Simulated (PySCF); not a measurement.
H2OSTe, singlet, geometry from GFN2-xTB (all electrons, no relativity), with bond 3-2 at 1.8 times its length; CASSCF(4,6)/STO-3G run with PySCF.

Here is a job for PySCF.
```python
from pyscf import gto, scf, mcscf, mp
import numpy

mol = gto.Mole()
mol.atom = '''
    Te    0.54520299   -0.00580676    0.04251679
    O    -0.15605852   -1.78592363    0.57751236
    H    -0.42966981   -2.81120757   -0.78330467
    S    -1.55457082    0.97661555   -0.46367796
    H    -1.92088919    1.31901721    0.76637287
'''
mol.basis = 'sto-3g'
mol.verbose = 4
mol.build()

mf = scf.RHF(mol)
mf.kernel()
mc = mcscf.CASSCF(mf, 6, 4)
mc.fix_spin_(ss=0.0)
noons, natorbs = mcscf.addons.make_natural_orbitals(mp.MP2(mf).run())
mc.kernel(natorbs)
occ = numpy.linalg.eigvalsh(mc.fcisolver.make_rdm1(mc.ci, mc.ncas, mc.nelecas))[::-1]
ss = mc.fcisolver.spin_square(mc.ci, mc.ncas, mc.nelecas)[0]
print('natural occupations', occ.round(4), ' <S^2>', round(ss, 4))
```

The log (banner, timings and long lists left out):

```
PySCF version 2.14.0

[INPUT] verbose = 4
[INPUT] num. atoms = 5
[INPUT] num. electrons = 78
[INPUT] charge = 0
[INPUT] spin (= nelec alpha-beta = 2S) = 0
[INPUT] symmetry False subgroup None
[INPUT] Mole.unit = angstrom
[INPUT] Symbol           X                Y                Z      unit          X                Y                Z       unit  Magmom
[...]
nuclear repulsion = 347.793169710137
number of shells = 21
number of NR pGTOs = 129
number of NR cGTOs = 43
basis = sto-3g
ecp = {}

******** <class 'pyscf.scf.hf.RHF'> ********
method = RHF
initial guess = minao
damping factor = 0
level_shift factor = 0
DIIS = <class 'pyscf.scf.diis.CDIIS'>
diis_start_cycle = 1
diis_space = 8
diis_damp = 0
SCF conv_tol = 1e-09
SCF conv_tol_grad = None
SCF max_cycles = 50
direct_scf = True
direct_scf_tol = 1e-13
Set gradient conv threshold to 3.16228e-05
Initial guess from minao.
init E= -6994.3096460538
[...]
cycle= 1 E= -7014.83082435445  delta_E= -20.5  |g|= 0.597  |ddm|= 3.16
[...]
cycle= 2 E= -7014.89752111023  delta_E= -0.0667  |g|= 0.673  |ddm|= 2.07
[...]
cycle= 3 E= -7015.08093158693  delta_E= -0.183  |g|= 0.0549  |ddm|= 0.947
[...]
cycle= 4 E= -7015.08335415249  delta_E= -0.00242  |g|= 0.0139  |ddm|= 0.154
[...]
cycle= 5 E= -7015.08356508199  delta_E= -0.000211  |g|= 0.00452  |ddm|= 0.0456
[...]
cycle= 6 E= -7015.08359534215  delta_E= -3.03e-05  |g|= 0.00134  |ddm|= 0.0205
[...]
cycle= 7 E= -7015.08359852354  delta_E= -3.18e-06  |g|= 0.000404  |ddm|= 0.00747
[...]
cycle= 8 E= -7015.08359881819  delta_E= -2.95e-07  |g|= 0.000151  |ddm|= 0.00225
[...]
cycle= 9 E= -7015.08359887312  delta_E= -5.49e-08  |g|= 6.6e-05  |ddm|= 0.00104
[...]
cycle= 10 E= -7015.08359888415  delta_E= -1.1e-08  |g|= 1.85e-05  |ddm|= 0.000507
[...]
cycle= 11 E= -7015.08359888483  delta_E= -6.79e-10  |g|= 1e-05  |ddm|= 8.8e-05
[...]
Extra cycle  E= -7015.08359888496  delta_E= -1.31e-10  |g|= 7.23e-06  |ddm|= 2.78e-05
converged SCF energy = -7015.08359888496

******** <class 'pyscf.mp.mp2.RMP2'> ********
nocc = 39, nmo = 43
E(RMP2) = -7015.2325547623  E_corr = -0.148955877339067
E(SCS-RMP2) = -7015.24794335053  E_corr = -0.164344465569167
E_corr(same-spin) = -0.0166183698896695
E_corr(oppo-spin) = -0.132337507449397

******** <class 'pyscf.mcscf.mc1step.CASSCF'> ********
CAS (2e+2e, 6o), ncore = 37, nvir = 0
max_cycle_macro = 50
max_cycle_micro = 4
conv_tol = 1e-07
conv_tol_grad = None
orbital rotation max_stepsize = 0.02
orbital rotation threshold for CI restart = 0.01
augmented hessian ah_max_cycle = 30
augmented hessian ah_conv_tol = 1e-12
augmented hessian ah_linear dependence = 1e-14
augmented hessian ah_level shift = 1e-08
augmented hessian ah_start_tol = 2.5
augmented hessian ah_start_cycle = 3
augmented hessian ah_grad_trust_region = 3
kf_trust_region = 3
kf_interval = 4
ci_response_space = 4
ci_grad_trust_region = 3
with_dep4 0
natorb = False
canonicalization = True
sorting_mo_energy = False
ao2mo_level = 2
internal_rotation = False
******** <class 'pyscf.fci.addons.SpinPenaltyFCISolver'> ********
max. cycles = 50
conv_tol = 1e-08
davidson only = True
linear dependence = 1e-12
level shift = 0.001
max iter space = 12
nroots = 1
pspace_size = 400
spin = None
CASCI E = -7015.23411412476  S^2 = 0.0000000
Set conv_tol_grad to 0.000316228
macro iter   1 ( 13 JK    4 micro), CASSCF E = -7015.23785982420  dE = -3.74569944e-03  S^2 = 0.0000000
               |grad[o]|=0.0534  |grad[c]|=0.00643  |ddm|=0.0524  |maxRot[o]|=0.0603
macro iter   2 ( 12 JK    3 micro), CASSCF E = -7015.23787140008  dE = -1.15758803e-05  S^2 = 0.0000000
               |grad[o]|=0.0011  |grad[c]|=0.00014  |ddm|=0.00105  |maxRot[o]|=0.0092
macro iter   3 (  3 JK    1 micro), CASSCF E = -7015.23787142090  dE = -2.08128768e-08  S^2 = 0.0000000
               |grad[o]|=4.47e-05  |grad[c]|=5.68e-05  |ddm|=7.02e-05  |maxRot[o]|=0.000309
1-step CASSCF converged in   3 macro ( 28 JK   8 micro) steps
CASSCF canonicalization
Density matrix diagonal elements [1.92049598e+00 1.64537439e+00 3.60955593e-01 7.29715620e-02
 1.88958499e-04 1.35130409e-05]
CASSCF energy = -7015.23787142090
CASCI E = -7015.23787142090  E(CI) = -4.32370753642954  S^2 = 0.0000000
natural occupations [1.9272e+00 1.6441e+00 3.5650e-01 7.2200e-02 1.0000e-04 0.0000e+00]  <S^2> 0.0
```
